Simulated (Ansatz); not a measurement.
Abridged output of a molecular run in Ansatz:

```
Functional definition: HF
2099 factors; integrals over basis functions are off by at most 1.3e-3 eV
mean field evaluation 1: about -12150.7913 eV, gradient 5.2e1 eV
mean field evaluation 2: about -12151.0351 eV, gradient 5.2e1 eV
mean field evaluation 4: about -12158.0194 eV, gradient 7.1e0 eV
mean field evaluation 8: about -12158.1599 eV, gradient 3.8e-1 eV
mean field -12158.16064781 eV, -446.8041627099 hartree, gradient 1.1e-6 eV, S^2 0.000000; 0 other end points of the search recorded, 0 dependent functions left out
10 core orbitals not correlated: weight in the atoms' cores, before any rotation towards them, 1.000 or more for the frozen orbitals, at most 0.000 for the correlated occupied ones
reference -12158.16064781 eV, -446.8041627099 hartree; 28, 28 occupied and 167, 167 virtual orbitals, 2099 factors
second order -38.41725891 eV of doubles, -0.00000000 eV of singles
cycle   1  -39.46678736 eV  change    -1.0e0 eV  update   1.6e-1
cycle   2  -40.49421105 eV  change    -1.0e0 eV  update   4.8e-2
cycle   3  -40.78186540 eV  change   -2.9e-1 eV  update   3.0e-2
cycle   4  -40.78336968 eV  change   -1.5e-3 eV  update   9.3e-3
cycle   5  -40.77605542 eV  change    7.3e-3 eV  update   5.0e-3
cycle   6  -40.77663864 eV  change   -5.8e-4 eV  update   1.7e-3
cycle   7  -40.77617292 eV  change    4.7e-4 eV  update   7.8e-4
cycle   8  -40.77594597 eV  change    2.3e-4 eV  update   3.0e-4
cycle   9  -40.77619714 eV  change   -2.5e-4 eV  update   1.5e-4
cycle  10  -40.77615365 eV  change    4.3e-5 eV  update   6.3e-5
perturbative correction -1.40345669 eV, -0.0515760819 hartree
Total energy: -12200.34025815 eV, -448.3542347993 hartree
```

Its atoms:

```xyz
23

C     0.944    0.010   -2.819
C     0.518   -0.098   -1.397
C     1.186   -0.912   -0.487
C     0.586   -1.154    0.746
C     1.088   -2.203    1.674
O    -0.451   -0.525    1.132
B    -0.932    0.755    0.401
C    -0.120    2.002    0.990
C    -2.520    0.805    0.477
O    -0.521    0.565   -1.081
H     0.106   -0.254   -3.467
H     1.797   -0.630   -3.040
H     1.202    1.050   -3.035
H     2.057   -1.472   -0.790
H     1.935   -2.745    1.259
H     0.278   -2.900    1.901
H     1.380   -1.733    2.617
H    -0.396    2.925    0.472
H     0.967    1.890    0.900
H    -0.346    2.148    2.051
H    -2.911    1.671   -0.066
H    -2.861    0.893    1.513
H    -2.986   -0.089    0.051
```

Q: Which basis set was used?
A. cc-pV(Q+d)Z
B. cc-pV(T+d)Z
C. def2-SVP
D. def2-SVPD

A: C. It gives 205 functions.

Q: Write the keys of the input that set method, charge and spin (a neutral closed shell needs none for the last two).

A: 
```yaml
correlation: {method: ccsd_t}
```
